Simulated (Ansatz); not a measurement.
Coupled-cluster diagnostics for MoO2Br2 (MoBr2O2), Ansatz.

Geometry of the singlet (B3LYP-D4/def2-SVP):

```xyz
5

Mo   -0.0777    0.0052   -0.1209
O    -1.7258   -0.2553   -0.2564
O     0.4948    0.3381   -1.6583
Br    0.9874   -1.9949    0.7194
Br    0.3212    1.9069    1.3162
```

In the def2 sets Mo takes a core potential; there is no spin–orbit coupling. Correlated methods freeze 20 core orbitals; core or outer-core shells of Mo, Br are correlated, in sets that lack core-valence functions. In CCSD on the charge 1 doublet the largest single amplitude is 0.30, so its Hartree–Fock determinant may place the open shell otherwise than the density functionals do.

**Question.** Estimate the CCSD(T) correlation energy, the shares of MP2 and (T), T1 and the reference's ⟨S²⟩ for: charge 0, singlet, own geometry in def2-SVP; charge 1, doublet, vertical in def2-SVP; and the rough time on 4 threads of AMD EPYC 7B13 on a shared host.

**Answer.** 
```
                          state     basis  correlation (eV)  MP2 share (%)  (T) share (%)     T1  ⟨S²⟩ (pure)  wall time                                          remarks
charge 0, singlet, own geometry  def2-SVP           -35.180          103.1            5.1  0.020  0.00 (0.00)       19 s                          restricted SCF unstable
    charge 1, doublet, vertical  def2-SVP           -34.382           92.1            5.1  0.068  1.75 (0.75)    1.7 min  large T1 (0.068), spin-contaminated (⟨S²⟩ 1.75)
```
Customary marks for T1 are 0.02 (closed shells), 0.045 (open shells) and about 0.05 (3d metals). T1 exceeds 0.02 in 1 of 2 rows and 0.045 in 1; the higher it lies, the less the single-reference result can be trusted.
